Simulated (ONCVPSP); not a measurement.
# Rh: excitation energies, all-electron against ONCV

```
Element                 : Rh
Generator               : ONCVPSP 4.0.1
Type                    : optimised norm-conserving Vanderbilt (ONCV)
Functional              : PBE
Relativity              : fully relativistic
Frozen core             : [Ar] 3d10
Valence charge          : 17
Reference configuration : 4s2 4p6 4d8 5s0.75 5p0.25
Partial waves           : 4s+5s: rc 1.85 bohr, ncon 3, nbas 7, qcut 5.6 1/bohr, 2 projectors; 4p+5p: rc 1.55 bohr, ncon 4, nbas 7, qcut 8.6 1/bohr, 2 projectors; 4d: rc 1.65 bohr, ncon 4, nbas 8, qcut 9.1 1/bohr, 2 projectors, debl 3.9 Ha
Local potential         : polynomial inside 1.40 bohr (lpopt 5, dvloc0 0 Ha)
Core correction         : none
```

Open shells are filled in proportion to 2j + 1.

Energies are relative to the spin-unpolarised reference configuration 4s2 4p6 4d8 5s0.75 5p0.25; without spin polarisation the order of configurations can differ from experiment. Not all tests gave a result: 1 of 4 tests not solved or not reliable.

| valence configuration | charge | ΔE all-electron (eV) | error AE − PS (meV) |
| --- | --- | --- | --- |
| 4s2 4p6 4d8 5s1 5p0 | 0 | -0.868 | -0.1 |
| 4s2 4p6 4d8 5s0 5p0 | +1 | 6.594 | -0.3 |
| 4s2 4p6 4d8 5s0.5 5p0 | +0.5 | 2.052 | 0.0 |

Levels in the configuration 4s2 4p6 4d8 5s1 5p0:

| level | all-electron (eV) | pseudo (eV) |
| --- | --- | --- |
| 4s j=1/2 | -82.449 | -82.444 |
| 4p j=3/2 | -49.179 | -49.177 |
| 4p j=1/2 | -53.075 | -53.072 |
| 4d j=5/2 | -5.787 | -5.789 |
| 4d j=3/2 | -6.179 | -6.179 |
| 5s j=1/2 | -4.301 | -4.300 |
